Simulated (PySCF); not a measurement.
4H-1,3,5-oxadiazine (C3H4N2O), SMILES C1=NCN=CO1. Geometry: PBE0-D3(BJ)/def2-SVP. One conformer was computed; it need not be the lowest.

The numbers are results of PBE0-D3(BJ)/def2-SVP in PySCF 2.14.0, not measurements.

Harmonic wavenumbers (cm⁻¹): 96, 436, 536, 578, 672, 922, 940, 968, 990, 1012, 1065, 1090, 1165, 1283, 1373, 1395, 1404, 1463, 1764, 1863, 3051, 3086, 3202, 3207. Rotational constants (GHz): 5.996, 5.832, 3.011; symmetry number 2.

Problem. Work out the zero-point energy and the ideal-gas rigid-rotor harmonic-oscillator thermochemistry at 298.15 K and 1 atm.

Solution. ZPE = ½ Σ hcν = ½ × 33559 cm⁻¹ = 47.97 kcal/mol. H − E(el) = 51.50 kcal/mol. Entropy in cal/(mol K): translation 39.20, rotation 24.15, vibration 6.62, total 69.97. G − E(el) = 30.64 kcal/mol. Cp = 17.96 cal/(mol K). Modes under 150 cm⁻¹ make the vibrational entropy uncertain.
